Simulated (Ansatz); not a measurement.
# Molecular dynamics of C2H4Sn

The input (input.yaml):

```yaml
crystal:
  periodic: [false, false, false]
  atoms:
    - { symbol: C, position_ang: [-0.904336, -1.949891, 0.191722] }
    - { symbol: C, position_ang: [-0.383657, -0.842522, 0.078341] }
    - { symbol: Sn, position_ang: [0.508471, 1.052209, -0.115092] }
    - { symbol: H, position_ang: [-1.363301, -2.925418, 0.291672] }
    - { symbol: H, position_ang: [0.180939, 1.63632, -1.701949] }
    - { symbol: H, position_ang: [-0.180078, 2.089403, 1.075158] }
    - { symbol: H, position_ang: [2.203162, 0.872, 0.134547] }
basis:
  gaussian: { orbitals: def2-SVP }
hamiltonian:
  xc: pbe
  dispersion: d4
md:
  timestep: 0.5
  n_steps: 150
  ensemble: nvt_langevin
  temperature: 100.0
  initial_velocities: maxwell_boltzmann
  seed: 367752
  friction: 0.005
  temperature_schedule:
    - { n_steps: 37, end_temperature: 100.0 }
    - { n_steps: 113, end_temperature: 25.0 }
scf:
  lower_state_search: "off"
```

Run as:

```bash
$ ansatz run input.yaml --threads 1 --pin off --max-ram 2048MiB --backend cpu --events-out ev --progress --plain --runs-dir out
```

It starts from a relaxed structure.

Output, in part (one step line in 6, the closing report, with atoms numbered from 0):

```
md step     0: t =     0.00 fs  T =    85.7 K (target 100.0 K)  F+E_penalty+E_count = -7963.02058375 eV  E_kin = 0.077556 eV  (15 SCF iters)
md step     6: t =     3.00 fs  T =    53.6 K (target 100.0 K)  F+E_penalty+E_count = -7962.99079298 eV  E_kin = 0.048461 eV  (20 SCF iters)
md step    12: t =     6.00 fs  T =    64.6 K (target 100.0 K)  F+E_penalty+E_count = -7962.99158880 eV  E_kin = 0.058417 eV  (20 SCF iters)
md step    18: t =     9.00 fs  T =    74.3 K (target 100.0 K)  F+E_penalty+E_count = -7963.00568770 eV  E_kin = 0.067270 eV  (20 SCF iters)
md step    24: t =    12.00 fs  T =    55.3 K (target 100.0 K)  F+E_penalty+E_count = -7962.97660684 eV  E_kin = 0.049995 eV  (20 SCF iters)
md step    30: t =    15.00 fs  T =    53.8 K (target 100.0 K)  F+E_penalty+E_count = -7962.97583800 eV  E_kin = 0.048694 eV  (20 SCF iters)
md step    36: t =    18.00 fs  T =    76.2 K (target 100.0 K)  F+E_penalty+E_count = -7962.99645489 eV  E_kin = 0.068951 eV  (20 SCF iters)
md step    42: t =    21.00 fs  T =    57.7 K (target 97.0 K)  F+E_penalty+E_count = -7962.98149554 eV  E_kin = 0.052224 eV  (20 SCF iters)
md step    48: t =    24.00 fs  T =    58.0 K (target 93.0 K)  F+E_penalty+E_count = -7962.97800403 eV  E_kin = 0.052483 eV  (20 SCF iters)
md step    54: t =    27.00 fs  T =    86.2 K (target 89.0 K)  F+E_penalty+E_count = -7962.99865390 eV  E_kin = 0.077955 eV  (20 SCF iters)
md step    60: t =    30.00 fs  T =    62.2 K (target 85.1 K)  F+E_penalty+E_count = -7962.98390837 eV  E_kin = 0.056312 eV  (20 SCF iters)
md step    66: t =    33.00 fs  T =    40.7 K (target 81.1 K)  F+E_penalty+E_count = -7962.96688331 eV  E_kin = 0.036835 eV  (20 SCF iters)
md step    72: t =    36.00 fs  T =    58.1 K (target 77.1 K)  F+E_penalty+E_count = -7962.98253392 eV  E_kin = 0.052571 eV  (20 SCF iters)
md step    78: t =    39.00 fs  T =    37.3 K (target 73.1 K)  F+E_penalty+E_count = -7962.95987561 eV  E_kin = 0.033721 eV  (20 SCF iters)
md step    84: t =    42.00 fs  T =    34.7 K (target 69.1 K)  F+E_penalty+E_count = -7962.96139486 eV  E_kin = 0.031387 eV  (20 SCF iters)
md step    90: t =    45.00 fs  T =    72.7 K (target 65.2 K)  F+E_penalty+E_count = -7962.99027044 eV  E_kin = 0.065746 eV  (20 SCF iters)
md step    96: t =    48.00 fs  T =    55.1 K (target 61.2 K)  F+E_penalty+E_count = -7962.96823757 eV  E_kin = 0.049888 eV  (20 SCF iters)
md step   102: t =    51.00 fs  T =    71.0 K (target 57.2 K)  F+E_penalty+E_count = -7962.97415482 eV  E_kin = 0.064218 eV  (20 SCF iters)
md step   108: t =    54.00 fs  T =    80.8 K (target 53.2 K)  F+E_penalty+E_count = -7962.98650462 eV  E_kin = 0.073125 eV  (20 SCF iters)
md step   114: t =    57.00 fs  T =    41.0 K (target 49.2 K)  F+E_penalty+E_count = -7962.95305387 eV  E_kin = 0.037143 eV  (20 SCF iters)
md step   120: t =    60.00 fs  T =    54.9 K (target 45.2 K)  F+E_penalty+E_count = -7962.96446119 eV  E_kin = 0.049686 eV  (20 SCF iters)
md step   126: t =    63.00 fs  T =    74.6 K (target 41.3 K)  F+E_penalty+E_count = -7962.98594050 eV  E_kin = 0.067463 eV  (20 SCF iters)
md step   132: t =    66.00 fs  T =    59.6 K (target 37.3 K)  F+E_penalty+E_count = -7962.96906247 eV  E_kin = 0.053921 eV  (20 SCF iters)
md step   138: t =    69.00 fs  T =    87.1 K (target 33.3 K)  F+E_penalty+E_count = -7962.99345851 eV  E_kin = 0.078846 eV  (20 SCF iters)
md step   144: t =    72.00 fs  T =   107.5 K (target 29.3 K)  F+E_penalty+E_count = -7963.00567055 eV  E_kin = 0.097257 eV  (20 SCF iters)
md step   150: t =    75.00 fs  T =    81.7 K (target 25.3 K)  F+E_penalty+E_count = -7962.97998672 eV  E_kin = 0.073907 eV  (20 SCF iters)
Total energy: -7962.98002632 eV, -292.6341184655 hartree
Atom 0 at    -0.812422    -1.945138     0.255166 Å, force    -0.251876    -0.544053     0.159619 eV/Å
Atom 1 at    -0.279204    -0.854180     0.112102 Å, force     0.280360     0.702966    -0.113834 eV/Å
Atom 2 at     0.465510     1.108352    -0.131044 Å, force    -0.560292     0.260629     0.460253 eV/Å
Atom 3 at    -1.282530    -2.905836     0.420260 Å, force     0.016571    -0.032128    -0.051625 eV/Å
Atom 4 at    -0.334136     1.764308    -1.536969 Å, force     0.181434    -0.056596     0.251232 eV/Å
Atom 5 at     0.057474     2.000603     1.357567 Å, force     0.102595    -0.303696    -0.603736 eV/Å
Atom 6 at     2.162459     1.057091    -0.278607 Å, force     0.231208    -0.027123    -0.101908 eV/Å
Dipole moment:     0.022727     0.067003    -0.029530 e Å
```

All steps were run. The schedule's set-point averaged 50 K over the second half and the system 66 K, so it lags behind the ramp. A run of 0.075 ps of so small a system gives no equilibrium averages.

The same pairs are bonded in the first frame and the last. Pairs count as bonded within 1.25 times the sum of covalent radii (0.12 Å more for H–H).

Last frame:

```xyz
7
Properties=species:S:1:pos:R:3
C -0.812 -1.945 0.255
C -0.279 -0.854 0.112
Sn 0.466 1.108 -0.131
H -1.282 -2.906 0.420
H -0.334 1.764 -1.537
H 0.058 2.001 1.358
H 2.163 1.057 -0.279
```

Run time: 6.9 min on 1 thread of Intel(R) Xeon(R) Processor @ 2.50GHz (Skylake/Cascade Lake) (shared host), peak memory 0.1 GiB.
